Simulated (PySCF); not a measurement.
Mg2O, SMILES [Mg][O][Mg] (connectivity only; charge and spin as stated), neutral, multiplicity 1.

The structure is a stationary point at PBE0-D3(BJ)/def2-TZVP.

Two levels are set side by side: PBE/def2-TZVPD (PySCF) and HF/def2-TZVPD (PySCF). Same geometry, gas phase. Differences are taken from unrounded values.

```json
[
 {"quantity": "orbital gap (eV)", "HF": "3.32", "PBE": "0.57", "PBE minus HF": "-2.75"},
 {"quantity": "highest occupied level (eV)", "HF": "-4.81", "PBE": "-4.00", "PBE minus HF": "0.81"},
 {"quantity": "lowest empty level (eV)", "HF": "-1.49", "PBE": "-3.44", "PBE minus HF": "-1.94"},
 {"quantity": "mean polarisability (bohr³)", "HF": "317.5", "PBE": "201.9", "PBE minus HF": "-115.6"}
]
```

Without exact exchange PBE keeps part of each electron's self-repulsion, which lifts occupied levels and narrows the gap. Differences between two approximate levels are no errors against the true value.

Rough cost on one machine, each run with all the roots and properties that it gave: HF against PBE about 1/4.
